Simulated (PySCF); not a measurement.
# Tl(NC) at several levels of theory

Computed with PySCF 2.14.0 (density fitting, no spin-orbit coupling) at the geometry relaxed with PBE:

```xyz
3
Tl(NC) (singlet)
Tl    0.0000    0.0000   -0.2410
N     0.0000    0.0000    2.0618
C     0.0000    0.0000    3.2565
```

```tsv
level	basis	state	HOMO (eV)	gap (eV)	charge on Tl1 (e)	dipole about the centre of mass (D)	largest force component (eV/Å)
PBE	Tl def2-SVP with ECP60, N def2-SVP, C def2-SVP	singlet	-5.56	2.70	0.50	6.56	0.00
M06-L	the same	singlet	-5.71	3.33	0.59	6.99	1.02
PBE	Tl def2-TZVP with ECP60, N def2-TZVP, C def2-TZVP	singlet	-5.79	2.87	0.55	6.84	0.84
PBE	Tl x2c-SVPall, N x2c-SVPall, C x2c-SVPall	singlet	-5.54	2.69	0.53	6.61	0.20
```

Charges are Mulliken's, which hang on the basis. The relaxation used the grid (50, 194), these runs (75, 302) or, all-electron (x2c bases, spin-free X2C Hamiltonian), (99, 590).

Problem. A further run in the first row's basis gives HOMO (eV) -10.50, gap (eV) 10.77, charge on Tl1 (e) 0.68, dipole about the centre of mass (D) 6.74, largest force component (eV/Å) 3.90. Which level was it?
A. HF
B. TPSS
C. PBE0

Solution. A. The others give HOMO -5.73 eV (TPSS); -7.01 eV (PBE0).

In the first row's basis the gap widens with exact exchange: 2.7 to 3.3 eV for PBE, TPSS, M06-L (none); 4.8 eV for PBE0 (a fixed share); 10.8 eV for Hartree–Fock (rising or full at long range).
